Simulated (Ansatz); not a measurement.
Input for Ansatz (a program for electronic structure): U-r2SCAN/def2-TZVPP on MoI, 2S+1 = 6, a spin state set in the input, which need not be the lowest, a point of a bond scan (R = 2.640 Å). Elements past Kr take the def2 small-core potentials; no spin–orbit coupling.

Ansatz 0.2 input:
```yaml
crystal:
  periodic: [false, false, false]
  atoms:
    - {symbol: Mo, position_ang: [0.00000000, 0.00000000, 0.00000000]}
    - {symbol: I, position_ang: [0.00000000, 0.00000000, 2.64039600]}
basis:
  gaussian:
    orbitals: def2-TZVPP
    pivot_positions_ang: [[0.00000000, 0.00000000, 0.00000000], [0.00000000, 0.00000000, 2.64039600]]
hamiltonian:
  xc: {name: r2SCAN}
magnetization: {spin_polarized: true, initial_magnetization: 5}
output: {forces: true, orbitals: {seedname: ./end}}
```

### Question
Give the final energy of this run.

### Answer
-366.0513 hartree.

### Question
How many basis functions does it have, and what does it roughly cost on one machine?

### Answer
106 functions; roughly 5 core-seconds.
